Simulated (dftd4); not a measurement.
C₇H₉O (SMILES C[OH+]c1ccccc1), charge +1, singlet, at a GFN2-xTB geometry; D4 for wb97x (dftd4).

dftd4 was given this input:
```
$ dftd4 mol.xyz --func wb97x --charge 1 --json dftd4.json --noedisp --property

# file mol.xyz
17

C      2.68581111     0.47233117    -0.23426577
O      1.70989725     0.21900805     0.81386579
C      0.34471567     0.03250646     0.32907195
C      0.01222459    -1.19816702    -0.20327298
C     -1.28799653    -1.38978475    -0.64407141
C     -2.21537241    -0.36423910    -0.54765958
C     -1.85671093     0.86026071    -0.00676033
C     -0.56031393     1.07014763     0.43843242
H      3.66463036     0.55667222     0.23538758
H      2.67916004    -0.38406176    -0.90637054
H      2.44929023     1.37869168    -0.79224115
H      1.70573102     0.97635760     1.43676038
H      0.74141377    -1.99032729    -0.25934878
H     -1.57168239    -2.34338551    -1.05898733
H     -3.22491764    -0.52078929    -0.89251364
H     -2.58071358     1.65504338     0.07210182
H     -0.27623520     2.02140386     0.86543975
```

Question: What does dftd4 print? Leave out banner, timings and long lists.

Answer: 
```
                    ____  _____ _____     ____  _  _
      -------------|  _ \|  ___|_   _|---|  _ \| || |------------
     |             | | | | |_    | | ___ | | | | || |_           |
     |             | |_| |  _|   | ||___|| |_| |__   _|          |
     |             |____/|_|     |_|     |____/   |_|            |
     |             ===================================           |
     |            E. Caldeweyher, S. Ehlert & S. Grimme          |
     |          Mulliken Center for Theoretical Chemistry        |
     |                    University of Bonn                     |
      -----------------------------------------------------------

Rational (Becke-Johnson) damping: wb97x-D4-ATM
---------------------
  s6         1.0000
  s8         0.5093
  s9         1.0000
  a1         0.0662
  a2         5.4487
 alp        16.0000
--------------------

Atomic data, radii in Ångström:
------------------------------------------------------
   Z          R(cov)      r4/r2   hardness         EN
------------------------------------------------------
   6 C        1.0000     1.6431     0.4220     2.5500
   8 O        0.8400     1.3725     0.5869     3.4400
   1 H        0.4267     1.0622     0.4726     2.2000
------------------------------------------------------

Atomic reference systems (in atomic units):
----------------------------------------------------------------------------
   Z        #      CN     q+Z       C6(AA)   #      CN     q+Z       C6(AA)
----------------------------------------------------------------------------
   6 C      1  0.0000  6.0000      49.3833   2  0.9189  5.8288      52.1688
            3  1.9079  5.8579      35.6972   4  2.8312  5.7775      35.8445
            5  3.7487  5.7435      28.6317   6  2.9183  5.8956      32.2504
            7  0.8556  6.2103      25.6194
   8 O      1  0.0000  8.0000      15.5711   2  0.8042  7.6453      20.8489
            3  1.6112  7.4012      24.8631   4  0.9798  8.0000      14.9880
   1 H      1  0.0000  1.0000       7.6362   2  0.8942  1.0000       3.0374
----------------------------------------------------------------------------

Atomic properties (in atomic units):
----------------------------------------------------------------------------
     #    Z              CN          q      C6(AA)        C8(AA)   alpha(0)
----------------------------------------------------------------------------
     1    6 C        3.6269    -0.0832     25.1233      726.6107     7.2966
     2    8 O        2.4910    -0.3387     19.4812      393.1407     5.9742
     3    6 C        2.8586     0.0822     27.5988      798.2040     8.5835
     4    6 C        2.9144    -0.0375     30.4914      881.8654     9.0263
     5    6 C        2.9249    -0.0469     30.7344      888.8925     9.0629
     6    6 C        2.9186    -0.0416     30.5974      884.9297     9.0422
     7    6 C        2.9243    -0.0456     30.7004      887.9095     9.0578
     8    6 C        2.9143    -0.0515     30.8553      892.3897     9.0800
     9    1 H        0.9247     0.1659      1.2889       15.5805     1.7754
    10    1 H        0.9247     0.1569      1.3462       16.2739     1.8145
    11    1 H        0.9245     0.1502      1.3901       16.8035     1.8438
    12    1 H        0.8028     0.2508      0.8904       10.7635     1.4824
    13    1 H        0.9258     0.1669      1.2831       15.5102     1.7713
    14    1 H        0.9258     0.1709      1.2586       15.2149     1.7544
    15    1 H        0.9258     0.1723      1.2506       15.1172     1.7488
    16    1 H        0.9258     0.1710      1.2583       15.2105     1.7541
    17    1 H        0.9256     0.1579      1.3394       16.1915     1.8098
----------------------------------------------------------------------------

Molecular properties (in atomic units):
----------------------------------------
 molecular C6                2741.9744
 molecular C8               66884.2837
----------------------------------------

Dispersion energy:      -2.7871745118964E-02 Eh

[Info] JSON dump of results written to 'dftd4.json'
```
